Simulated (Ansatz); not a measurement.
Relaxation of Ge3⁻ with UKS B3LYP-D4/def2-TZVPD.

```sh
$ ansatz run in.yaml --threads 4 --pin off --events-out ev --progress --plain --max-ram 3916MiB
```

```yaml
crystal:
  periodic: [false, false, false]
  atoms:
    - {symbol: Ge, position_ang: [-0.307280, 1.315710, 0.216180]}
    - {symbol: Ge, position_ang: [0.812590, -0.321470, -1.050360]}
    - {symbol: Ge, position_ang: [-0.505320, -0.994240, 0.834190]}
basis:
  gaussian: {orbitals: def2-TZVPD}
total_charge: -1
magnetization: {spin_polarized: true, initial_magnetization: 1}
hamiltonian: {xc: {name: B3LYP}, dispersion: d4}
scf: {lower_state_search: "off"}
output: {orbitals: {seedname: orbitals}}
relax: {f_tol: 0.02, max_steps: 100}
```

Hardware: 4 threads of Arm Neoverse V1 on a shared host. Wall time 40 s, peak host memory 0.63 GiB.

Positions (Å) and forces (eV/Å) at steps 1, 2, 4, 5, 6, 7, 8 of 8:

```xyz
3
step=1 energy=-169559.8039 eV
Ge   -0.307    1.316    0.216    0.015    1.005   -0.173
Ge    0.813   -0.321   -1.050    0.547    0.154   -0.763
Ge   -0.505   -0.994    0.834   -0.562   -1.159    0.936
3
step=2 energy=-169559.9018 eV
Ge   -0.298    1.349    0.199    0.012    0.155   -0.039
Ge    0.828   -0.303   -1.074    0.057    0.026   -0.082
Ge   -0.530   -1.047    0.875   -0.069   -0.181    0.121
3
step=4 energy=-169559.9055 eV
Ge   -0.295    1.364    0.192    0.001    0.054   -0.010
Ge    0.827   -0.300   -1.073   -0.047   -0.034    0.068
Ge   -0.532   -1.064    0.881    0.046   -0.020   -0.059
3
step=5 energy=-169559.9102 eV
Ge   -0.293    1.381    0.187   -0.009    0.095   -0.002
Ge    0.819   -0.305   -1.061   -0.083   -0.081    0.125
Ge   -0.525   -1.076    0.874    0.093   -0.014   -0.123
3
step=6 energy=-169559.9235 eV
Ge   -0.292    1.416    0.181   -0.043    0.070    0.047
Ge    0.799   -0.320   -1.033   -0.009   -0.099    0.027
Ge   -0.507   -1.096    0.852    0.052    0.029   -0.074
3
step=7 energy=-169559.9206 eV rejected
Ge   -0.298    1.446    0.183    0.005   -0.131    0.013
Ge    0.788   -0.342   -1.014    0.105    0.093   -0.156
Ge   -0.490   -1.104    0.831   -0.111    0.037    0.144
3
step=8 energy=-169559.9252 eV
Ge   -0.298    1.428    0.186    0.004   -0.016   -0.003
Ge    0.796   -0.334   -1.027    0.007    0.015   -0.012
Ge   -0.499   -1.095    0.841   -0.011    0.001    0.015
```

The relaxation made no stability test and no search for a lower SCF solution. The structure comes from a short search, and lower isomers may exist.
